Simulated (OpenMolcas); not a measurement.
# Fe³⁺: effect of the IPEA shift

| Quantity | Value |
| --- | --- |
| Program | OpenMolcas |
| Basis | ANO-RCC-VTZP [6s5p3d2f1g] |
| Scalar Hamiltonian | DKH2, point nucleus |
| Active space | 11 electrons in 8 orbitals (RAS1 3p, at most 2 holes; RAS2 3d) |
| State averaging | 2S+1 = 6 even, 1 root; 2S+1 = 4 even, 24 roots; 2S+1 = 2 even, 58 roots |
| Spin-orbit coupling | state interaction with AMFI integrals over the reference wave functions, term energies averaged over their components |

Methods on the same reference wave functions:
A. RASSCF
B. MS-RASPT2, IPEA 0 Eh, imaginary shift 0.1 Eh (closed shells correlated: 3s)
C. MS-RASPT2, IPEA 0.25 Eh, imaginary shift 0.1 Eh (closed shells correlated: 3s)

Energies in cm⁻¹ above 3d⁵ ⁶S_5/2, the measured ground level; measured values from Corliss and Sugar, J. Phys. Chem. Ref. Data 11, 135 (1982).

```json
{"Level": "3d⁵ ⁶S_5/2", "A": "0.0", "B": "0.0", "C": "0.0", "Measured": "0.0"}
{"Level": "3d⁵ ⁴G_5/2", "A": "37939", "B": "32860", "C": "33280", "Measured": ""}
{"Level": "3d⁵ ⁴G_7/2", "A": "37973", "B": "32900", "C": "33310", "Measured": ""}
{"Level": "3d⁵ ⁴G_11/2", "A": "37983", "B": "32900", "C": "33320", "Measured": "32246"}
{"Level": "3d⁵ ⁴G_9/2", "A": "37994", "B": "32920", "C": "33330", "Measured": ""}
{"Level": "3d⁵ ⁴P_5/2", "A": "38821", "B": "36380", "C": "36850", "Measured": "35254"}
{"Level": "3d⁵ ⁴P_3/2", "A": "38874", "B": "36460", "C": "36930", "Measured": "35333"}
{"Level": "3d⁵ ⁴P_1/2", "A": "38922", "B": "36550", "C": "37010", "Measured": "35407"}
{"Level": "3d⁵ ⁴D_7/2", "A": "44903", "B": "39800", "C": "40260", "Measured": "38779"}
{"Level": "3d⁵ ⁴D_1/2", "A": "44962", "B": "39870", "C": "40340", "Measured": "38897"}
{"Level": "3d⁵ ⁴D_3/2", "A": "44990", "B": "39940", "C": "40410", "Measured": ""}
{"Level": "3d⁵ ⁴D_5/2", "A": "44992", "B": "39960", "C": "40420", "Measured": ""}
{"Level": "3d⁵ ²D_5/2(1) [71 %]", "A": "55331", "B": "51100", "C": "51860", "Measured": "49542"}
{"Level": "3d⁵ ²I_11/2", "A": "55570", "B": "47780", "C": "48490", "Measured": ""}
{"Level": "3d⁵ ²I_13/2", "A": "55660", "B": "47860", "C": "48570", "Measured": ""}
{"Level": "3d⁵ ²D_3/2(1)", "A": "55907", "B": "51670", "C": "52420", "Measured": "50051"}
{"Level": "3d⁵ ²F_7/2(1)", "A": "57425", "B": "52940", "C": "53710", "Measured": "51394"}
{"Level": "3d⁵ ⁴F_9/2", "A": "59668", "B": "53990", "C": "54460", "Measured": "52621"}
{"Level": "3d⁵ ⁴F_7/2", "A": "59695", "B": "54050", "C": "54510", "Measured": "52695"}
{"Level": "3d⁵ ⁴F_3/2", "A": "59809", "B": "54220", "C": "54700", "Measured": ""}
{"Level": "3d⁵ ²H_9/2", "A": "63740", "B": "57330", "C": "58120", "Measured": "56058"}
{"Level": "3d⁵ ²H_11/2", "A": "63986", "B": "57670", "C": "58460", "Measured": "56369"}
{"Level": "3d⁵ ²G_7/2", "A": "66533", "B": "58810", "C": "59640", "Measured": "57408"}
{"Level": "3d⁵ ²G_9/2", "A": "66712", "B": "59110", "C": "59930", "Measured": "57721"}
```

Deviations, from unrounded energies. A percentage is the sum of absolute deviations over the sum of measured energies, with the sign that they share, or ± where signs differ.

```
                        Against measurement  Levels      A     B     C
             mean absolute deviation (cm-1)      15   6200  1300  1900
other terms of the ground configuration (%)      15  +13.4  +2.7  +4.0
```

B lies closest to measurement on these levels and A furthest from it. The largest miss of B in the table is 3d⁵ ²D_3/2(1), by +1600 cm-1. The ranking rests on the paired levels alone, and a cruder setting can come out closer through cancelling errors.

Between B and C the level of the table that moves most is 3d⁵ ²G_7/2, by 820 cm-1 (lowest in B, highest in C). Moves below CASPT2's spread within the term are not significant.

The mean deviations of B to C differ by less than CASPT2's widest spread within a term (730 cm-1), so their order carries little weight.

From A to B the spin-free energies of the other terms of 3d⁵ shown, above ⁶S, scale by factors of 0.86 to 0.94, as is usual when dynamic correlation screens the repulsion within a d or f shell.

The lowest spin-free term lies below A's lowest term by 0.353 hartree in B, 0.346 hartree in C.

Term energies are means over components that CASPT2 splits; among the terms shown or strongly mixed into the levels shown the widest spread is 730 cm-1 (3d⁵ ⁴F, C). Active for correlation alone: 3p; no level in the range computed is led by a configuration that opens it, so any true level of that kind is missing. Without dynamic correlation excited terms often stand tens of per cent too high (terms of higher spin than the ground term too low), and those without a measured partner can miss by more than the paired ones (holds for A). Some levels mix across a computed gap that differs much from the measured one, so their mixing is not that of the real levels (holds for A). Computed and measured levels are paired by configuration, term and J; levels that our copy of the source lacks, or whose pairing is in doubt (as where it misses far off the trend of its configuration), stay unpaired and out of the deviations. Levels of configurations outside the active space are missing. The table leaves out levels that lie high or whose names do not pair safely across all columns.

A share in square brackets marks a mixed level and gives the weight of the term that names it, the lowest over the columns. A number in round brackets counts repeated terms of one configuration in the order of the reference energies.
